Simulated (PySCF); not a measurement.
Species: 1,3-cyclopentanedione, C5H6O2.
Numbering: `[O:1]=[C:2]1[CH2:3][CH2:4][C:5](=[O:6])[CH2:7]1` (hydrogens: H8, H9 on C3; H10, H11 on C4; H12, H13 on C7)

A GFN2-xTB structure was refined with PBE0-D3(BJ)/def2-SVP geometry optimisation, gas phase in PySCF. Its GFN2-xTB values:

```json
{"coordinate": "O1=C2", "GFN2-xTB": "1.200 Å"}
{"coordinate": "C2–C3", "GFN2-xTB": "1.516 Å"}
{"coordinate": "C2–C7", "GFN2-xTB": "1.511 Å"}
{"coordinate": "C3–C4", "GFN2-xTB": "1.523 Å"}
{"coordinate": "C3–H8", "GFN2-xTB": "1.090 Å"}
{"coordinate": "C4–H11", "GFN2-xTB": "1.092 Å"}
{"coordinate": "C7–H12", "GFN2-xTB": "1.092 Å"}
{"coordinate": "O1–C2–C3", "GFN2-xTB": "125.5°"}
{"coordinate": "O1–C2–C7", "GFN2-xTB": "125.8°"}
{"coordinate": "C2–C3–C4", "GFN2-xTB": "106.7°"}
{"coordinate": "C2–C7–C5", "GFN2-xTB": "106.8°"}
{"coordinate": "C3–C2–C7", "GFN2-xTB": "108.7°"}
{"coordinate": "C3–C4–C5", "GFN2-xTB": "106.7°"}
```

How do these coordinates change at the PBE0-D3(BJ)/def2-SVP level?

```
coordinate  PBE0-D3(BJ)/def2-SVP (Å or °)  change
    C4–H11                          1.104  +0.012
    C7–H12                          1.103  +0.011
     C2–C3                          1.526  +0.010
     C3–H8                          1.099  +0.009
     C2–C7                          1.517  +0.006
     C3–C4                          1.524  +0.001
     O1=C2                          1.201  +0.001
  C2–C7–C5                          106.3    -0.5
  O1–C2–C3                          125.2    -0.3
  C3–C2–C7                          109.1    +0.4
  C3–C4–C5                          106.5    -0.2
  C2–C3–C4                          106.5    -0.2
  O1–C2–C7                          125.8     0.0
```

The energy falls by 0.48 kcal/mol over 3 energy and gradient evaluations, the largest force component goes from 0.0070 to 3.4e-04 Eh/bohr, and the atoms move by 0.020 Å rms after alignment. Among the bonds, C3–H9, C4–H11, C7–H12 and C7–H13 change most and about equally (+0.011 to +0.012 Å). Bonds longer at the end by more than 0.005 Å: 10 of 13; shorter: 0. Rotational constants go from 5883, 2132, 1618 to 5819, 2125, 1611 MHz.

The run used 128 basis functions and 22 SCF cycles in all.

PBE0-D3(BJ)/def2-SVP frequencies: not computed here. The numbers are those of one conformer.
